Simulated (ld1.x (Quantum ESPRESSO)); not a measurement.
**Before and after: TM semilocal potential for Pt**

ld1.x (Quantum ESPRESSO) 7.5 input, shortened:

```
&input
   title='Pt', zed=78., rel=1, dft='PBE', iswitch=3,
   config='[Xe] 4f14 5d9 6s1 6p0'
 /
 &inputp
   pseudotype=1, tm=.true., lloc=2,
   nlcc=.false.
 /
3
6S  1  0   1.00   0.00  1.90  1.90  0.0
5P  2  1   6.00   0.00  1.10  1.10  0.0
5D  3  2   9.00   0.00  1.80  1.80  0.0
 &test
   configts(1)='5p6 5d9 6s1 6p0'
 /
```

Change: all radii scaled by about 0.85 (s 1.60, p 0.94, d 1.52 bohr).

Cutoffs: the cutoffs (Ry, on a coarse ladder) from which the occupation-weighted sum of valence levels, in a spherical-Bessel basis at the reference potential, stays within 10 and 1 mRy of its value at 400 Ry; they do not see the model core or the augmentation charge, which bear on the density cutoff. Errors are all-electron minus pseudo energies relative to the spin-unpolarised reference configuration.

Predict the effect on cutoff, ghosts and configuration errors.

Of the 7 tests that both files solve, the error grows in 2 and shrinks in 5 by more than 15 % and 0.3 meV (median size 9.7 → 2.1 meV); neither file shows a bound ghost at the reference potential, the only one tested. A semilocal file is local in each channel, so a ghost entry of none says nothing of the separable form that plane-wave codes build from it.

| quantity | base | changed |
| --- | --- | --- |
| cutoff, loose | 140 Ry | 200 Ry |
| cutoff, tight | 230 Ry | over 300 Ry |
| loose cutoff by channel (10 mRy a level) | s 18 Ry, p 70 Ry, d 35 Ry | s 35 Ry, p 120 Ry, d 35 Ry |
| bound ghosts | none | none |
| error for 5p6 5d9 6s0 6p0, meV [ΔE 9.19 eV] | -9.7 | -2.1 |
| error for 5p6 5d8 6s0 6p0, meV [ΔE 29.16 eV] | +0.9 | +1.3 |
| error for 5p6 5d7 6s0 6p0, meV [ΔE 61.38 eV] | +16 | +1.5 |
| error for 5p6 5d8 6s1 6p0, meV [ΔE 11.17 eV] | +6.5 | +150 |
| error for 5p6 5d6 6s0 6p0, meV [ΔE 107.03 eV] | +28 | -9.9 |
| error for 5p6 5d9.5 6s0.5 6p0, meV [ΔE -0.12 eV] | -4.6 | +1.0 |
| error for 5p6 5d10 6s0 6p0, meV [ΔE -0.02 eV] | -13 | -5.2 |

Changed file: These tests converged, but a pseudo level misses the all-electron one widely, so the file describes the atom poorly there or has found another state: 5p6 5d6 6s0 6p0: empty 6s by 5.2 eV (a node warning on the way).
